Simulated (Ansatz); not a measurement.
Ansatz (a quantum-chemistry and plane-wave program) input for Zn(I)(SeH) (HISeZn), SMILES [Zn]([I])[SeH], PBE/def2-SVPD. Geometry optimised at r2SCAN-D4/def2-SVP. The structure was generated by enumeration; whether it is a known compound was not checked. The def2 effective core potentials stand for the cores of I; spin–orbit coupling is left out. One conformer was computed; it need not be the lowest.

Ansatz 0.2 input:
```yaml
crystal:
  periodic: [false, false, false]
  atoms:
    - {symbol: Zn, position_ang: [-0.01299046, -0.41370093, 0.00000000]}
    - {symbol: I, position_ang: [0.00364022, 2.00910746, 0.00000000]}
    - {symbol: Se, position_ang: [-0.03648558, -2.68736398, 0.00000000]}
    - {symbol: H, position_ang: [1.43729188, -2.70129257, 0.00000000]}
basis:
  gaussian:
    orbitals: def2-SVPD
hamiltonian:
  xc: {name: PBE}
```

Output:

```
WARN ansatz: RAYON_NUM_THREADS=1 ignored (pool sized by the plan → 1); use --threads N
Functional definition: PBE
integrals: 0.07 GiB planned
1275 factors; their error is unknown
mean field: 0.36 GiB planned
mean field evaluation 1: about -121853.1317 eV, gradient 4.9e1 eV
mean field evaluation 2: about -121842.0962 eV, gradient 8.9e1 eV
mean field evaluation 4: about -121856.8460 eV, gradient 3.6e0 eV
mean field evaluation 8: about -121856.8492 eV, gradient 7.3e-2 eV
mean field evaluation 16: about -121856.8493 eV, gradient 3.3e-5 eV
mean field -121856.84926126 eV, -4478.1566128121 hartree, gradient 3.3e-5 eV, S^2 0.000000; 0 other end points of the search recorded, 0 dependent functions left out
reference -121856.84932219 eV, -4478.1566150516 hartree; 45, 45 occupied and 73, 73 virtual orbitals, 1275 factors
Total energy: -121856.84932219 eV, -4478.1566150516 hartree
```

The run converged.

Cost: roughly 4 core-seconds.
